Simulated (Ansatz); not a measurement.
Species: trichloro(prop-2-enyl)germane, C3H5Cl3Ge (charge 0, singlet). SMILES: C=C[CH2][Ge]([Cl])([Cl])[Cl]
Geometry: optimised at B3LYP-D3(BJ)/def2-TZVP (Ansatz, an electronic-structure program).

Quantity: vertical triplet-singlet gap, E(triplet) - E(singlet), in eV. Terms: each state is the SCF solution reached for its charge and spin; 6-31G* and kin with 6d, 5d where marked; spin-orbit terms left out; valence correlation only (noble-gas shells and the d and f shells of earlier blocks); open shells spin-unrestricted; non-relativistic; LANL2DZ with its own core potentials from Na on; no dispersion term unless named. First-principles rows: single points at B3LYP-D3(BJ) geometries (Ansatz). Levels can end on unlike triplets.

```csv
level,program,"vertical triplet-singlet gap, E(triplet) - E(singlet) (eV)"
HF/6-31G*,Ansatz,3.39
HF/6-31G* with LANL2DZ past Ar,Ansatz,3.38
PBE/6-31G*,Ansatz,4.04
PBE/6-31G* with LANL2DZ past Ar,Ansatz,4.06
B3LYP/STO-3G,Ansatz,4.82
B3LYP/3-21G,Ansatz,4.27
B3LYP/6-31G*,Ansatz,4.15
B3LYP/6-31G* with LANL2DZ past Ar,Ansatz,4.18
MP2/6-31G*,Ansatz,4.59
MP2/6-31G* with LANL2DZ past Ar,Ansatz,4.58
wB97X-V/def2-TZVPD,Ansatz,4.36
```

No value to compare with is used here. The 10 habitual levels span 3.38 (HF/6-31G* with LANL2DZ past Ar) to 4.82 eV (B3LYP/STO-3G); wB97X-V/def2-TZVPD gives 4.36.

The levels are drawn from those run, B3LYP/6-31G* more often than the rest, none by its result; left out are runs that failed, that the program found above a lower state of the same kind, or whose <S^2> lies over 0.5 above the pure value.
